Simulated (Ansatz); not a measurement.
Ansatz (a first-principles code) input (B3LYP-D3(BJ)/def2-TZVP):

Ansatz 0.2 input:
```yaml
crystal:
  periodic: [false, false, false]
  atoms:
    - {symbol: C, position_ang: [-1.07726718, 0.31070560, -0.28901821]}
    - {symbol: S, position_ang: [0.51175678, -0.09098563, 0.09072573]}
    - {symbol: H, position_ang: [-1.72450539, -0.40846356, 0.28249763]}
basis:
  gaussian:
    orbitals: def2-TZVP
hamiltonian:
  xc: b3lyp
  dispersion: d3bj
total_charge: -1
phonons: {temperatures: {t_min: 298.15, t_max: 298.15, t_step: 100}}
```

Output:

```
Functional definition: B3LYP
integrals: 0.01 GiB planned
495 factors; their error is unknown
mean field: 0.15 GiB planned
mean field evaluation 1: about -11886.4120 eV, gradient 2.5e1 eV
mean field evaluation 2: about -11882.1039 eV, gradient 4.6e1 eV
mean field evaluation 4: about -11888.0310 eV, gradient 1.7e0 eV
mean field evaluation 8: about -11888.0533 eV, gradient 2.9e-2 eV
mean field evaluation 16: about -11888.0533 eV, gradient 6.3e-6 eV
mean field -11888.05333704 eV, -436.8779021241 hartree, gradient 6.3e-6 eV, S^2 0.000000; 0 other end points of the search recorded, 0 dependent functions left out
the calculation of the forces begins
reference -11888.05350574 eV, -436.8779083240 hartree; 12, 12 occupied and 62, 62 virtual orbitals, 495 factors
these checks for a lower state are left out or cut short: stability, starts, cluster_reference, orbital_swaps, neighbouring_geometries, increment
integrals: 0.01 GiB planned
495 factors; their error is unknown
mean field: 0.15 GiB planned
mean field -11888.05326169 eV, -436.8778993553 hartree, gradient 1.3e-6 eV, S^2 0.000000; 0 other end points of the search recorded, 0 dependent functions left out
the calculation of the forces begins
reference -11888.05343041 eV, -436.8779055557 hartree; 12, 12 occupied and 62, 62 virtual orbitals, 495 factors
these checks for a lower state are left out or cut short: stability, starts, cluster_reference, orbital_swaps, neighbouring_geometries, increment
integrals: 0.01 GiB planned
495 factors; their error is unknown
mean field: 0.15 GiB planned
mean field evaluation 32: about -11888.0533 eV, gradient 1.3e-6 eV
mean field -11888.05326328 eV, -436.8778994138 hartree, gradient 1.3e-6 eV, S^2 0.000000; 0 other end points of the search recorded, 0 dependent functions left out
the calculation of the forces begins
reference -11888.05343198 eV, -436.8779056132 hartree; 12, 12 occupied and 62, 62 virtual orbitals, 495 factors
these checks for a lower state are left out or cut short: stability, starts, cluster_reference, orbital_swaps, neighbouring_geometries, increment
integrals: 0.01 GiB planned
495 factors; their error is unknown
mean field: 0.15 GiB planned
mean field -11888.05328547 eV, -436.8779002290 hartree, gradient 1.3e-6 eV, S^2 0.000000; 0 other end points of the search recorded, 0 dependent functions left out
the calculation of the forces begins
reference -11888.05345419 eV, -436.8779064296 hartree; 12, 12 occupied and 62, 62 virtual orbitals, 495 factors
these checks for a lower state are left out or cut short: stability, starts, cluster_reference, orbital_swaps, neighbouring_geometries, increment
integrals: 0.01 GiB planned
495 factors; their error is unknown
mean field: 0.15 GiB planned
mean field -11888.05329096 eV, -436.8779004308 hartree, gradient 1.3e-6 eV, S^2 0.000000; 0 other end points of the search recorded, 0 dependent functions left out
the calculation of the forces begins
reference -11888.05345964 eV, -436.8779066299 hartree; 12, 12 occupied and 62, 62 virtual orbitals, 495 factors
these checks for a lower state are left out or cut short: stability, starts, cluster_reference, orbital_swaps, neighbouring_geometries, increment
integrals: 0.01 GiB planned
495 factors; their error is unknown
mean field: 0.15 GiB planned
mean field -11888.05332562 eV, -436.8779017045 hartree, gradient 1.3e-6 eV, S^2 0.000000; 0 other end points of the search recorded, 0 dependent functions left out
the calculation of the forces begins
reference -11888.05349434 eV, -436.8779079050 hartree; 12, 12 occupied and 62, 62 virtual orbitals, 495 factors
these checks for a lower state are left out or cut short: stability, starts, cluster_reference, orbital_swaps, neighbouring_geometries, increment
integrals: 0.01 GiB planned
495 factors; their error is unknown
mean field: 0.15 GiB planned
mean field evaluation 64: about -11888.0533 eV, gradient 1.3e-6 eV
mean field -11888.05332532 eV, -436.8779016937 hartree, gradient 1.3e-6 eV, S^2 0.000000; 0 other end points of the search recorded, 0 dependent functions left out
the calculation of the forces begins
reference -11888.05349401 eV, -436.8779078929 hartree; 12, 12 occupied and 62, 62 virtual orbitals, 495 factors
these checks for a lower state are left out or cut short: stability, starts, cluster_reference, orbital_swaps, neighbouring_geometries, increment
integrals: 0.01 GiB planned
495 factors; their error is unknown
mean field: 0.15 GiB planned
mean field -11888.05330141 eV, -436.8779008149 hartree, gradient 1.3e-6 eV, S^2 0.000000; 0 other end points of the search recorded, 0 dependent functions left out
the calculation of the forces begins
reference -11888.05347015 eV, -436.8779070160 hartree; 12, 12 occupied and 62, 62 virtual orbitals, 495 factors
these checks for a lower state are left out or cut short: stability, starts, cluster_reference, orbital_swaps, neighbouring_geometries, increment
integrals: 0.01 GiB planned
495 factors; their error is unknown
mean field: 0.15 GiB planned
mean field -11888.05328921 eV, -436.8779003666 hartree, gradient 1.3e-6 eV, S^2 0.000000; 0 other end points of the search recorded, 0 dependent functions left out
the calculation of the forces begins
reference -11888.05345788 eV, -436.8779065652 hartree; 12, 12 occupied and 62, 62 virtual orbitals, 495 factors
these checks for a lower state are left out or cut short: stability, starts, cluster_reference, orbital_swaps, neighbouring_geometries, increment
integrals: 0.01 GiB planned
495 factors; their error is unknown
mean field: 0.15 GiB planned
mean field -11888.05328271 eV, -436.8779001277 hartree, gradient 1.3e-6 eV, S^2 0.000000; 0 other end points of the search recorded, 0 dependent functions left out
the calculation of the forces begins
reference -11888.05345139 eV, -436.8779063265 hartree; 12, 12 occupied and 62, 62 virtual orbitals, 495 factors
these checks for a lower state are left out or cut short: stability, starts, cluster_reference, orbital_swaps, neighbouring_geometries, increment
integrals: 0.01 GiB planned
495 factors; their error is unknown
mean field: 0.15 GiB planned
mean field evaluation 96: about -11888.0533 eV, gradient 1.3e-6 eV
mean field -11888.05328144 eV, -436.8779000809 hartree, gradient 1.3e-6 eV, S^2 0.000000; 0 other end points of the search recorded, 0 dependent functions left out
the calculation of the forces begins
reference -11888.05345017 eV, -436.8779062819 hartree; 12, 12 occupied and 62, 62 virtual orbitals, 495 factors
these checks for a lower state are left out or cut short: stability, starts, cluster_reference, orbital_swaps, neighbouring_geometries, increment
integrals: 0.01 GiB planned
495 factors; their error is unknown
mean field: 0.15 GiB planned
mean field -11888.05331669 eV, -436.8779013764 hartree, gradient 1.3e-6 eV, S^2 0.000000; 0 other end points of the search recorded, 0 dependent functions left out
the calculation of the forces begins
reference -11888.05348534 eV, -436.8779075742 hartree; 12, 12 occupied and 62, 62 virtual orbitals, 495 factors
these checks for a lower state are left out or cut short: stability, starts, cluster_reference, orbital_swaps, neighbouring_geometries, increment
integrals: 0.01 GiB planned
495 factors; their error is unknown
mean field: 0.15 GiB planned
mean field -11888.05332339 eV, -436.8779016225 hartree, gradient 1.3e-6 eV, S^2 0.000000; 0 other end points of the search recorded, 0 dependent functions left out
the calculation of the forces begins
reference -11888.05349215 eV, -436.8779078243 hartree; 12, 12 occupied and 62, 62 virtual orbitals, 495 factors
Total energy: -11888.12124876 eV, -436.8803978338 hartree
Atom 0 at    -1.077267     0.310706    -0.289018 Å, force    -0.000305     0.000025    -0.000030 eV/Å
Atom 1 at     0.511757    -0.090986     0.090726 Å, force     0.000164    -0.000082     0.000072 eV/Å
Atom 2 at    -1.724505    -0.408464     0.282498 Å, force     0.000140     0.000057    -0.000042 eV/Å
Dipole moment:     0.247348    -0.289736     0.246016 e Å
Vibrations: 911.38 1139.32 2656.85 cm⁻¹, zero-point energy 0.291831 eV
```

It need not be the lowest isomer of its formula. Whether it binds its extra electron was not tested at this geometry.
